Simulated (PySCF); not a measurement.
SMILES Cl[SiH](Cl)/C=C/[SiH2]C (C3H8Cl2Si2), GFN2-xTB optimised geometry.

```
15

Si    -0.95    -2.88    -4.10
Cl    -2.96    -2.83    -4.15
Cl    -0.21    -1.90    -5.72
C     -0.34    -2.02    -2.54
C     -1.10    -1.56    -1.55
Si    -0.48    -0.69     0.00
C     -1.15    -1.63     1.51
H     -0.53    -4.27    -4.19
H      0.74    -1.88    -2.46
H     -2.18    -1.70    -1.64
H     -0.99     0.69     0.00
H      0.99    -0.69     0.00
H     -2.23    -1.65     1.51
H     -0.83    -1.16     2.43
H     -0.80    -2.66     1.53
```

Density from PBE0/def2-TZVP in PySCF 2.14.0 at that geometry.

Minimum of the electron density along straight lines between bonded atoms, close to the bond critical point (lines longer than 1.1 times the sum of covalent radii, or with two minima, are not listed):

```tsv
bond	length / Å	ρ at the minimum / e bohr⁻³	∇²ρ there / e bohr⁻⁵	position (fraction from the first atom)
Si1–Cl2	2.020	0.105	0.28	0.36
Si1–Cl3	2.025	0.104	0.27	0.36
Si1–C4	1.882	0.123	0.16	0.39
C4–C5	1.333	0.347	-1.05	0.50
C5–Si6	1.888	0.117	0.21	0.61
Si6–C7	1.899	0.116	0.16	0.39
Si1–H8	1.458	0.131	0.17	0.49
C4–H9	1.084	0.282	-0.99	0.64
C5–H10	1.085	0.283	-0.99	0.65
Si6–H11	1.469	0.124	0.18	0.49
Si6–H12	1.468	0.124	0.18	0.49
C7–H13	1.087	0.274	-0.92	0.64
C7–H14	1.086	0.275	-0.92	0.64
C7–H15	1.087	0.275	-0.92	0.64
```
